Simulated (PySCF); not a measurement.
**Silver: a sound run and one with changed settings**

Sound run: Ag [Kr] 4d10 5s1, Ag⁺ [Kr] 4d10. All numbers are calculated (PySCF 2.14, scalar relativity by spin-free X2C-1e, in x2c-SVPall (6s5p5d1f, 53 functions)). In the sound run the correlated levels freeze [Kr]. The sound run starts from symmetry-adapted Hartree-Fock orbitals and uses a fine grid where one is needed.

Changed run: the non-relativistic Hamiltonian (point nucleus). This setting is unsound on purpose.

```json
{"species": "Ag", "method": "UHF", "sound run (hartree)": "-5312.30646", "changed run (hartree)": "-5106.52269", "converged": "yes"}
{"species": "Ag", "method": "MN15", "sound run (hartree)": "-5318.31676", "changed run (hartree)": "-5112.57799", "converged": "yes"}
{"species": "Ag", "method": "TPSS", "sound run (hartree)": "-5314.66500", "changed run (hartree)": "-5108.88821", "converged": "yes"}
{"species": "Ag", "method": "MP2", "sound run (hartree)": "-5312.59555", "changed run (hartree)": "-5106.80453", "converged": "yes"}
{"species": "Ag⁺", "method": "UHF", "sound run (hartree)": "-5312.07341", "changed run (hartree)": "-5106.32432", "converged": "yes"}
{"species": "Ag⁺", "method": "MN15", "sound run (hartree)": "-5318.03737", "changed run (hartree)": "-5112.35019", "converged": "yes"}
{"species": "Ag⁺", "method": "TPSS", "sound run (hartree)": "-5314.38480", "changed run (hartree)": "-5108.65471", "converged": "yes"}
{"species": "Ag⁺", "method": "MP2", "sound run (hartree)": "-5312.34012", "changed run (hartree)": "-5106.58819", "converged": "yes"}
```

Ionisation energy of Ag:

```csv
method,sound run (eV),changed run (eV)
UHF,6.342,5.398
MN15,7.603,6.199
TPSS,7.625,6.354
MP2,6.951,5.887
SCS-MP2,6.863,5.806
```

Most of the change in total energy is the relativistic energy itself. On top of that the contraction fixes the core shape for the Hamiltonian it was made with, so the changed run is not a good calculation with the other Hamiltonian either.

For comparison, NIST gives 7.576 eV between the lowest levels.
